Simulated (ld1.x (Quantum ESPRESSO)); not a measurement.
How hard is this O TM potential?

oxygen, norm-conserving Troullier–Martins (Kleinman–Bylander form), made with ld1.x (Quantum ESPRESSO) 7.5 (PBEsol, non-relativistic). Core [He], reference 2s2 2p4. Waves: 2s (bound): rc 0.70 bohr; 2p (bound): rc 1.70 bohr. Local part: the p channel. Core correction: none.

The pseudo-atom Hamiltonian at the reference potential is diagonalised in spherical Bessel functions j_l(qr) that vanish at 20 bohr, with q² up to the cutoff. All-electron valence levels (Ry): 2s -1.7465, 2p -0.6601.

Question: How do the lowest levels (Ry) of each channel move with the cutoff, and are there ghosts?

Answer:

```json
{"cutoff (Ry)": "8", "s #1": "-1.5863", "p #1": "-0.0432", "p #2": "0.0329", "d #1": "0.0558", "f #1": "0.0957", "Σ f·Δε (mRy)": "2787.8"}
{"cutoff (Ry)": "15", "s #1": "-1.6052", "p #1": "-0.2531", "p #2": "0.0245", "d #1": "0.0558", "f #1": "0.0957", "Σ f·Δε (mRy)": "1910.5"}
{"cutoff (Ry)": "21", "s #1": "-1.6176", "p #1": "-0.4196", "p #2": "0.0230", "d #1": "0.0558", "f #1": "0.0957", "Σ f·Δε (mRy)": "1219.8"}
{"cutoff (Ry)": "30", "s #1": "-1.6503", "p #1": "-0.5936", "p #2": "0.0221", "d #1": "0.0558", "f #1": "0.0957", "Σ f·Δε (mRy)": "458.3"}
{"cutoff (Ry)": "45", "s #1": "-1.7075", "p #1": "-0.6568", "p #2": "0.0219", "d #1": "0.0558", "f #1": "0.0957", "Σ f·Δε (mRy)": "91.2"}
{"cutoff (Ry)": "60", "s #1": "-1.7346", "p #1": "-0.6598", "p #2": "0.0218", "d #1": "0.0558", "f #1": "0.0957", "Σ f·Δε (mRy)": "25.0"}
{"cutoff (Ry)": "80", "s #1": "-1.7422", "p #1": "-0.6599", "p #2": "0.0218", "d #1": "0.0558", "f #1": "0.0957", "Σ f·Δε (mRy)": "9.2"}
{"cutoff (Ry)": "100", "s #1": "-1.7428", "p #1": "-0.6601", "p #2": "0.0218", "d #1": "0.0558", "f #1": "0.0957", "Σ f·Δε (mRy)": "7.5"}
{"cutoff (Ry)": "140", "s #1": "-1.7442", "p #1": "-0.6601", "p #2": "0.0218", "d #1": "0.0558", "f #1": "0.0957", "Σ f·Δε (mRy)": "4.6"}
{"cutoff (Ry)": "200", "s #1": "-1.7462", "p #1": "-0.6601", "p #2": "0.0218", "d #1": "0.0558", "f #1": "0.0957", "Σ f·Δε (mRy)": "0.5"}
{"cutoff (Ry)": "260", "s #1": "-1.7463", "p #1": "-0.6601", "p #2": "0.0218", "d #1": "0.0558", "f #1": "0.0957", "Σ f·Δε (mRy)": "0.2"}
{"cutoff (Ry)": "400", "s #1": "-1.7465", "p #1": "-0.6601", "p #2": "0.0218", "d #1": "0.0558", "f #1": "0.0957", "Σ f·Δε (mRy)": "0.0"}
```

Result: no extra level below or beside the all-electron valence levels (s, p, d, f tested); 10 mRy is reached at 80 Ry and 1 mRy at 200 Ry.

Its largest configuration-test error is +3181 meV.
